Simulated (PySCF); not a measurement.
Computed shifts of a molecule C₃H₈Se, B3LYP/pcSseg-1 (PySCF), GIAO, gas phase, atoms alike by connectivity averaged where their shifts nearly agree, in ppm (number of nuclei): ¹³C: 35.2 (1), 19.8 (1), 16.6 (1). ¹H: 2.70 (1), 2.39 (1), 2.13 (3), 1.63 (3). References: ⁷⁷Se against Me2Se (σ = 1647.9 ppm); ¹³C against TMS (σ = 181.3 ppm); ¹H against TMS (σ = 31.68 ppm), references at their B3LYP-D3(BJ)/def2-TZVP geometries, non-relativistic. Geometry optimised at B3LYP-D3(BJ)/def2-SVP. Other conformers were not sampled.

Problem. Which molecule gave these data?
A) CC(C)[SeH]
B) CC[Se]C
C) CCC[SeH]

Solution. B, CC[Se]C
